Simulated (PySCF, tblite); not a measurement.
Compound: C5H8OS2Si.
Cartesian coordinates in Å at the GFN2-xTB level; atoms count from 1:
```xyz
17
C5H8OS2Si angstrom
C     -0.695   -2.139    0.742
O      0.042   -1.156    0.057
C     -0.597    0.004   -0.222
S     -2.316    0.219   -0.076
C     -2.181    1.849   -0.631
C     -0.903    2.191   -0.903
C      0.019    1.139   -0.662
S      1.749    1.304   -0.923
Si     2.612   -0.261    0.284
H     -1.058   -1.765    1.704
H     -0.014   -2.973    0.901
H     -1.552   -2.467    0.144
H     -3.070    2.440   -0.714
H     -0.593    3.156   -1.258
H      2.539   -1.541   -0.399
H      3.986    0.223    0.330
H      2.027   -0.212    1.616
```

Jobs on this species (17 atoms, 92 electrons) with PySCF (density fitting) and tblite. Hardware of each: Arm Neoverse V2, one thread, on a shared host. Other jobs ran on the host; a repeat could differ by tens of per cent or more.

| level and settings | work | basis functions | SCF cycles | wall time |
| --- | --- | --- | --- | --- |
| PBE0/pcSseg-1 | shieldings, ring-centre shieldings, charges and field gradients | 214 | ? | ? |
| GFN2-xTB | L-BFGS relaxation | – | – | 1.2 s |
| GFN2-xTB | Hessian by finite differences | – | – | 0.76 s |

Task: Fill in the missing figures.

Result: 
- PBE0/pcSseg-1; shieldings, ring-centre shieldings, charges and field gradients: 44 s, 14 SCF cycles

Task: What do all jobs in the table cost together?

Result: About 46 s; the longest takes about 96 % of that, and about 58 times as long as the shortest.
